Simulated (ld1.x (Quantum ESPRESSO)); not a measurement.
## Before and after: TM potential for Fe (Z = 26)

ld1.x (Quantum ESPRESSO) 7.5 input, shortened:

```
&input
   title='Fe', zed=26., rel=1, dft='PZ', iswitch=3,
   config='[Ar] 3d6 4s0 4p0'
 /
 &inputp
   pseudotype=2, tm=.true., lloc=-1, rcloc=1.20,
   nlcc=.true., rcore=1.00
 /
3
3S  1  0   2.00   0.00  1.35  1.35  0.0
3P  2  1   6.00   0.00  1.05  1.05  0.0
3D  3  2   6.00   0.00  1.25  1.25  0.0
 &test
   configts(1)='3s2 3p6 3d6 4s0 4p0'
 /
```

Change: all radii but the core radius scaled by about 1.12 (s 1.52, p 1.18, d 1.40 bohr); local potential all-electron potential smoothed inside 1.36 bohr (lloc = -1).

Cutoffs: the cutoffs (Ry, on a coarse ladder) from which the occupation-weighted sum of valence levels, in a spherical-Bessel basis at the reference potential, stays within 10 and 1 mRy of its value at 400 Ry; they do not see the model core or the augmentation charge, which bear on the density cutoff. Errors are all-electron minus pseudo energies relative to the spin-unpolarised reference configuration.

Question: Predict the effect on cutoff, ghosts and configuration errors.

Answer: The potential gets softer (140 Ry and 230 Ry → 120 Ry and 200 Ry); of the 9 tests that both files solve, the error grows in 7 and shrinks in 1 by more than 15 % and 0.3 meV (median size 138.8 → 1331.8 meV); neither file shows a bound ghost. A larger radius leaves more room for a smooth pseudo-wave, so fewer plane waves are needed.

| quantity | base | changed |
| --- | --- | --- |
| cutoff, loose | 140 Ry | 120 Ry |
| cutoff, tight | 230 Ry | 200 Ry |
| loose cutoff by channel (10 mRy a level) | s 45 Ry, p 55 Ry, d 120 Ry | s 21 Ry, p 60 Ry, d 100 Ry |
| bound ghosts | none | none |
| error for 3s2 3p6 3d6 4s2 4p0, meV [ΔE -25.47 eV] | +139 | -1554 |
| error for 3s2 3p6 3d6 4s1 4p0, meV [ΔE -16.49 eV] | +91 | -1009 |
| error for 3s2 3p6 3d5 4s0 4p0, meV [ΔE 34.53 eV] | +3.6 | +2.1 |
| error for 3s2 3p5 3d6 4s2 4p0, meV [ΔE 42.11 eV] | +239 | -2765 |
| error for 3s2 3p6 3d5 4s2 4p0, meV [ΔE -11.00 eV] | +272 | -2552 |
| error for 3s1 3p6 3d6 4s2 4p0, meV [ΔE 75.92 eV] | +121 | -3040 |
| error for 3s2 3p6 3d6 4s1.5 4p0, meV [ΔE -21.88 eV] | +119 | -1332 |
| error for 3s2 3p6 3d6 4s0 4p0 (spin-polarised), meV [ΔE -3.59 eV] | +390 | +360 |
| error for 3s2 3p6 3d6 4s2 4p0 (spin-polarised), meV [ΔE -28.86 eV] | +505 | -1170 |
